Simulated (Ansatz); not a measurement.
Two structures of SiH5SOF, closed shell, reached by relaxing down either side of one saddle point (PBE0-D4/def2-TZVP). Energies are electronic, without zero-point energy. Ansatz 0.2.0; basis: def2-TZVPP and def2-QZVPP; cores frozen in the correlated methods. Extrapolation: Hartree–Fock as exp(−7.88 √X), correlation as X^−2.97. First:

Si1  (-0.745, 0.561, 0.084)
F2  (0.655, 1.095, -0.483)
H3  (-1.269, -0.387, -0.925)
H4  (-0.522, -0.018, 1.419)
O5  (-1.767, 1.815, 0.305)
H6  (2.090, -1.099, -0.726)
S7  (1.596, -2.237, -0.213)
H8  (-2.145, 2.245, -0.462)
H9  (2.106, -1.975, 1.000)
(Å)

Second:

Si1  (-0.948, -0.406, 0.363)
F2  (1.342, 1.235, -1.498)
H3  (-1.733, -0.931, -0.780)
H4  (-1.526, -0.800, 1.663)
O5  (-0.799, 1.215, 0.386)
H6  (1.447, 0.376, -1.119)
S7  (0.963, -1.385, 0.076)
H8  (-0.249, 1.607, -0.305)
H9  (1.503, -0.911, 1.213)
(Å)

Question: Which bonds change from the first to the second?

Answer: SiH₃OF ([OH][SiH2][F]) + H₂S → SiH₄SO ([OH][SiH2][SH]) + HF; bonds formed: Si1–S7, F2–H6; bonds broken: Si1–F2, H6–S7.

Question: Give the saddle point's structure and its height above each. (Judge from chemistry; the value comes from the calculation.)

Answer: Computed: 187.0 kJ/mol above the first and 125.1 kJ/mol above the second (CCSD(T) at an estimated basis limit (MP2 extrapolated from triple and quadruple zeta, plus CCSD(T) − MP2 in triple zeta)).
```tsv
atom	x (Å)	y (Å)	z (Å)
Si1	-0.7170	-0.1112	0.0259
F2	0.5687	0.6353	-1.2312
H3	-1.4620	-0.6277	-1.1420
H4	-1.2733	-0.8022	1.2216
O5	-0.8885	1.4156	0.6002
H6	1.3270	-0.2914	-0.8150
S7	1.2488	-1.4829	0.1160
H8	-0.5294	2.1003	0.0304
H9	1.7258	-0.8358	1.1941
```

No T1 diagnostic of these runs exceeds 0.013.

Labels in which every atom is bracketed show which atoms are joined, not bond orders.

For scale, one of the runs: CCSD(T)/def2-TZVPP, 216 basis functions, launched by `ansatz run in.yaml --threads 4 --pin off --events-out ev --progress --plain --max-ram 9574MiB`. Time: 94 s of wall clock on 4 CPU threads of an Intel Xeon; the host was shared. Peak host memory: 3.1 GiB.
